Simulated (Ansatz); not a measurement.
Gas-phase electronic energies from Ansatz, PBE0-D4/def2-TZVP geometries. CCSD(T)/CBS is the MP2 limit (def2-TZVPP, def2-QZVPP) plus CCSD(T) − MP2 in def2-TZVPP, frozen cores. This one scheme is used for every species. DFT in def2-TZVPP. B3LYP here is the variant with VWN-RPA as its local correlation; programs differ in this. HSE06 is defined as in plane-wave codes. Each species was taken in one conformer, which may not be the lowest.

Consider the hydrogenolysis of a B–N bond: `OBN[SiH3]` + H₂ → `BO` + `N[SiH3]`.

`OBN[SiH3]`:

```xyz
10

O    -1.034   -1.289   -0.722
B     0.078   -1.324    0.075
N     0.636   -0.087    0.457
Si    0.034    1.483    0.004
H    -1.367   -2.157   -0.949
H     0.559   -2.365    0.433
H     1.454   -0.117    1.043
H    -1.347    1.705    0.500
H     0.045    1.670   -1.469
H     0.942    2.481    0.629
```

H₂:

Cartesian coordinates in Å:
```
H -0.316 0.119 0.158
H 0.316 -0.119 -0.158
```

`BO`:

Cartesian coordinates in Å:
```
B -0.288 -0.257 -0.168
O 0.830 0.067 0.512
H -0.537 -1.422 -0.273
H -0.989 0.599 -0.638
H 0.984 1.013 0.567
```

`N[SiH3]`:

```xyz
7

N    -0.575   -0.861   -0.256
Si    0.261    0.570    0.205
H    -0.369   -1.730    0.209
H    -0.792   -1.020   -1.227
H     0.198    0.678    1.685
H     1.702    0.639   -0.185
H    -0.425    1.724   -0.431
```

| level | ΔE (kcal/mol) | difference from CCSD(T)/CBS |
| --- | --- | --- |
| LDA (SPW92) | 26.9 | 2.6 |
| revPBE-D4 | 25.3 | 1.0 |
| BLYP-D4 | 24.9 | 0.6 |
| r2SCAN-D4 | 25.7 | 1.4 |
| B97M-V | 24.5 | 0.2 |
| PBE0-D4 | 24.3 | 0.0 |
| r2SCANh-D4 | 25.5 | 1.2 |
| r2SCAN0-D4 | 25.2 | 0.9 |
| BHLYP-D4 | 24.1 | -0.2 |
| CAM-B3LYP-D4 | 24.2 | -0.1 |
| ωB97X-V | 23.6 | -0.7 |
| ωB97M-V | 24.3 | 0.0 |
| B2PLYP | 23.3 | -1.0 |
| PBE-QIDH | 24.1 | -0.2 |
| PBE | 23.3 | -1.0 |
| revPBE | 21.8 | -2.5 |
| BLYP | 21.9 | -2.4 |
| r2SCAN | 25.3 | 1.0 |
| PBE0 | 23.1 | -1.2 |
| B3LYP | 22.2 | -2.1 |
| r2SCANh | 25.1 | 0.8 |
| r2SCAN0 | 24.7 | 0.4 |
| HSE06 | 23.1 | -1.2 |
| BHLYP | 22.3 | -2.0 |
| CAM-B3LYP | 22.9 | -1.4 |
| LC-ωPBE | 22.8 | -1.5 |
| RPA@PBE/def2-TZVPP | 22.9 | -1.4 |
| HF/def2-SVP | 22.0 | -2.3 |
| MP2/def2-SVP | 26.9 | 2.6 |
| CCSD/def2-SVP | 24.8 | 0.5 |
| CCSD(T)/def2-SVP | 25.6 | 1.3 |
| HF/def2-TZVPP | 20.2 | -4.1 |
| MP2/def2-TZVPP | 25.2 | 0.9 |
| SCS-MP2/def2-TZVPP | 23.8 | -0.5 |
| CCSD/def2-TZVPP | 23.2 | -1.1 |
| CCSD(T)/def2-TZVPP | 24.1 | -0.2 |
| HF/def2-QZVPP | 20.2 | -4.1 |
| SCS-MP2/def2-QZVPP | 23.9 | -0.4 |
| HF/CBS(def2) | 20.2 | -4.1 |
| CCSD/CBS(def2) | 23.4 | -0.9 |
| CCSD(T)/CBS | 24.3 | 0 |

(1) What do rigid-rotor, harmonic-oscillator terms from PBE0-D4/def2-TZVP frequencies (298.15 K, 1 bar) make of the CCSD(T)/CBS value? (An estimate is asked.)

Largest T1 diagnostic among the species: 0.014.

Answers

(1) Ansatz gave: ΔZPE = +3.3 kcal/mol, ΔH = +27.0 kcal/mol, ΔS = 47 J/(mol·K), ΔG = +23.6 kcal/mol.

Leaving LDA and LC-ωPBE aside and taking each functional with its dispersion term where it has one, the values spread over 2.4 kcal/mol, from B2PLYP to r2SCAN-D4. LDA lies +3.6 kcal/mol from PBE without D4. At CCSD(T), def2-SVP lies +1.3 kcal/mol from the extrapolated value and def2-TZVPP −0.2 kcal/mol. The D4 term adds +2.2 kcal/mol with B3LYP and +1.2 kcal/mol with PBE0; it sums over pairs of atoms, weighted by their polarisabilities, and B3LYP, whose exchange is more repulsive, gets the larger term.
